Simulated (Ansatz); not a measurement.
Consider the formal hydrolysis of the Sn–N bond: `[NH2][SnH]1[NH][SiH2]1` + H₂O → `[OH][SnH]1[NH][SiH2]1` + NH₃.

Program: Ansatz. Geometries: PBE0-D4/def2-TZVP. ΔE: electronic, gas phase. CCSD(T)/CBS adds triple-zeta CCSD(T) − MP2 to the extrapolated MP2 energy (def2 sets, frozen cores). This one scheme is used for every species. Functionals use def2-TZVPP. B3LYP here is the variant with VWN-RPA as its local correlation; programs differ in this. def2 core potentials past Kr. For Sn outer-core shells are correlated without core-valence functions, which leaves a few kJ/mol of doubt a bond. Each species was taken in one conformer, which may not be the lowest.

```
          level  ΔE (kJ/mol)
         PBE-D4        -30.4
        BLYP-D4        -34.0
      r2SCAN-D4        -32.9
       B3LYP-D4        -30.7
       BHLYP-D4        -28.0
        ωB97X-V        -28.9
    HF/def2-SVP        -26.9
CCSD/def2-TZVPP        -24.6
```

Task: What does CCSD(T)/CBS give? (Best estimate.)

Result: Computed: -26.0 kJ/mol. The listed levels differ from it by -4.4, -8.0, -6.9, -4.7, -2.0, -2.9, -0.9, 1.4 kJ/mol.

Task: What do rigid-rotor, harmonic-oscillator terms from PBE0-D4/def2-TZVP frequencies (298.15 K, 1 bar) make of the CCSD(T)/CBS value? (An estimate is asked.)

Result: The calculation gave: ΔZPE = +2.9 kJ/mol, ΔH = -24.0 kJ/mol, ΔS = -2 J/(mol·K), ΔG = -23.3 kJ/mol.

Largest T1 diagnostic among the species: 0.015.

From BLYP to BHLYP (50 % exact exchange), in def2-TZVPP and without D4, ΔE moves by +7.0 kJ/mol. In def2-TZVPP, CCSD(T) changes the Hartree–Fock value by +4.2 kJ/mol (the triples alone add −0.3 kJ/mol) and MP2 by +5.5 kJ/mol. Leaving LDA and LC-ωPBE aside and taking each functional with its dispersion term where it has one, the values, not all of them listed here, spread over 11.5 kJ/mol, from B97M-V to PBE-QIDH. LDA lies +5.0 kJ/mol from PBE without D4.

CCSD(T)/CBS has its own doubt, a few kJ/mol and more with outer-core shells, so smaller differences from it don't rank the levels.
